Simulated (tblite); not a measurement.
C6H7B.
Numbering: `[BH2:1][C@@:2]12[CH:3]=[CH:4][C@H:5]3[C@@H:6]1[C@@H:7]23` (hydrogens: H8, H9 on B1; H10 on C3; H11 on C4; H12 on C5; H13 on C6; H14 on C7)

Computed with GFN2-xTB (tblite), gas phase: L-BFGS steps from a force-field or distance-geometry start until the largest atomic force falls under 0.01 eV/Å.

Step 36: E = -477.1138 eV
```
atom  x, y, z in Å  |  force x, y, z in eV/Å
B1      2.1064    0.2205   -0.3446   -0.200  -0.033  -0.129
C2      0.5993    0.1454   -0.0460   -0.019  -0.018   0.060
C3     -0.2113    1.2948    0.4642   -0.034   0.022   0.054
C4     -1.4703    0.8814    0.5488    0.022   0.017  -0.004
C5     -1.4542   -0.5379    0.0964    0.053   0.001   0.018
C6     -0.3361   -0.7274   -0.9083    0.007  -0.004  -0.007
C7     -0.1061   -1.1405    0.4506    0.022  -0.019  -0.041
H8      2.6003   -0.5972   -1.0122    0.102  -0.154   0.042
H9      2.7238    1.1380    0.0075    0.134   0.146   0.085
H10     0.2101    2.2516    0.6997   -0.009   0.028   0.004
H11    -2.3408    1.4110    0.8854   -0.024  -0.040  -0.058
H12    -2.3569   -1.1336    0.0560    0.079  -0.003   0.035
H13    -0.2074   -1.1836   -1.8671   -0.110   0.030  -0.035
H14     0.2425   -2.0227    0.9473   -0.022   0.028  -0.024
```

Step 37: E = -477.1162 eV
```
atom  x, y, z in Å  |  force x, y, z in eV/Å
B1      2.1048    0.2227   -0.3480   -0.067   0.017  -0.101
C2      0.6003    0.1433   -0.0410   -0.021  -0.007   0.048
C3     -0.2099    1.2932    0.4685   -0.032   0.025   0.047
C4     -1.4695    0.8812    0.5488    0.006   0.014   0.002
C5     -1.4540   -0.5375    0.0950    0.050  -0.002   0.018
C6     -0.3342   -0.7275   -0.9072    0.004  -0.012  -0.006
C7     -0.1078   -1.1428    0.4515    0.030  -0.008  -0.044
H8      2.6003   -0.6048   -1.0083    0.073  -0.082   0.085
H9      2.7249    1.1507   -0.0045    0.037   0.005   0.023
H10     0.2123    2.2496    0.7050   -0.013   0.023   0.006
H11    -2.3415    1.4094    0.8832   -0.022  -0.031  -0.054
H12    -2.3572   -1.1323    0.0512    0.075  -0.002   0.037
H13    -0.2062   -1.1808   -1.8678   -0.103   0.031  -0.026
H14     0.2371   -2.0247    0.9513   -0.018   0.029  -0.034
```

Task: Estimate the geometry and energy of step 38. (The exact step hangs on the optimiser's Hessian estimate; all steps are aligned on step 37, rigid shifts and turns removed.)

Result: E = -477.1184 eV, largest force 0.119 eV/Å
```
atom  x, y, z in Å  |  force x, y, z in eV/Å
B1      2.1027    0.2242   -0.3516    0.046   0.033  -0.071
C2      0.6005    0.1424   -0.0378   -0.009   0.006   0.018
C3     -0.2089    1.2927    0.4722   -0.039   0.037   0.038
C4     -1.4687    0.8812    0.5491   -0.014   0.014   0.014
C5     -1.4535   -0.5368    0.0945    0.044  -0.009   0.018
C6     -0.3339   -0.7258   -0.9079    0.003  -0.032  -0.004
C7     -0.1086   -1.1439    0.4501    0.045   0.002  -0.035
H8      2.6030   -0.6123   -1.0015    0.038  -0.027   0.109
H9      2.7257    1.1572   -0.0119   -0.024  -0.074  -0.018
H10     0.2120    2.2500    0.7085   -0.010   0.008   0.005
H11    -2.3423    1.4082    0.8809   -0.020  -0.023  -0.049
H12    -2.3551   -1.1330    0.0506    0.052  -0.001   0.033
H13    -0.2085   -1.1792   -1.8692   -0.094   0.042  -0.017
H14     0.2350   -2.0252    0.9518   -0.017   0.025  -0.041
```

The energy changes by -0.0022 eV. The first-order estimate −F·Δx gives -0.0028 eV and the mean of the old and new forces, exact on a quadratic surface, -0.0022 eV. The step makes an angle of 54° with the force vector and moves no atom by more than 0.010 Å.

The cost below is that of the whole relaxation. Hardware: an Arm Neoverse N1 with one thread (shared host). Cost: 0.49 s.
